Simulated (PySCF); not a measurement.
# Electron correlation in Cd⁺ (cadmium, charge +1)

[Kr] 4d10 5s1, 2S determinant. All numbers are calculated (PySCF 2.14, scalar relativity through the core potential, in cc-pVTZ-PP with ECP28MDF (5s5p4d2f1g, 63 functions)). Frozen: 4s2 4p6; 11 electrons correlated.

MP2 pair energies summed by pair of shells (mhartree):

```json
{"pair": "4d-4d", "energy": "-362.40", "share (%)": "89.6"}
{"pair": "4d-5s", "energy": "-41.88", "share (%)": "10.4"}
```

Total MP2 correlation energy: -404.28 mhartree.

Same-spin part -149.88 and opposite-spin part -254.41 mhartree; SCS-MP2 scales them by 1/3 and 6/5 to -355.25 mhartree.
